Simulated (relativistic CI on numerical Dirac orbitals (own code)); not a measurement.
## Transition arrays of Pr XXI

Computed by Dirac-Coulomb-Breit CI, separate exchange-only KLI orbitals for each configuration, model QED (radiative potential, 1s self-energy scaled to tabulated hydrogen-like ionisation energies), valence Slater integrals scaled by 0.9, whole transition arrays (own radial code, finite nucleus).

Configuration list (outside the closed core [Ar] 3d10 4s2): 4p6 4d3, 4p6 4d2 4f, 4p5 4d4, 4p6 4d2 5p, 4p6 4d2 5f. Levels of other configurations are missing.

All E1 lines from the levels of 4p6 4d3; mean and standard deviation are weighted by gf, and upper levels are sorted by their leading configuration.

```tsv
Upper configuration	Lines	Σgf	Mean (eV)	Mean (nm)	σ (eV)	Strongest line (nm)
4p6 4d2 4f	465	195.9	144.40	8.586	5.50	8.454
4p5 4d4	1974	529.7	145.96	8.494	8.55	8.287
4p6 4d2 5p	466	38.0	213.02	5.820	3.35	5.786
4p6 4d2 5f	721	54.2	310.57	3.992	3.12	4.000
```

Σgf per state of the lower configuration in bins of 0.2 nm over the central range (centre: value): 3.9: 0.26, 4.1: 0.20, 5.7: 0.13, 5.9: 0.17, 7.9: 0.06, 8.1: 0.33, 8.3: 1.95, 8.5: 2.84, 8.7: 0.36, 8.9: 0.07, 9.1: 0.04, 9.7: 0.03, 9.9: 0.04, 10.1: 0.04.

Problem. How do configuration mixing and the scaling of the Slater integrals move the arrays?

Solution. Slater scale 0.9, no configuration mixing: 4p6 4d2 4f 134.6 ± 5.4 eV (Σgf 254.2), 4p5 4d4 135.2 ± 12.2 eV (Σgf 411.7), 4p6 4d2 5p 213.1 ± 3.3 eV (Σgf 43.6), 4p6 4d2 5f 310.5 ± 3.1 eV (Σgf 58.6); Slater scale 1: 4p6 4d2 4f 147.1 ± 5.5 eV (Σgf 180.9), 4p5 4d4 148.6 ± 8.4 eV (Σgf 558.7), 4p6 4d2 5p 213.0 ± 3.5 eV (Σgf 37.2), 4p6 4d2 5f 310.6 ± 3.3 eV (Σgf 54.0); Slater scale 0.8: 4p6 4d2 4f 142.2 ± 5.3 eV (Σgf 208.9), 4p5 4d4 143.2 ± 8.8 eV (Σgf 502.7), 4p6 4d2 5p 213.0 ± 3.2 eV (Σgf 38.8), 4p6 4d2 5f 310.5 ± 3.0 eV (Σgf 54.5). With mixing, levels are counted to their leading configuration, so an array can shrink or vanish into another, and the sums then hold other lines.
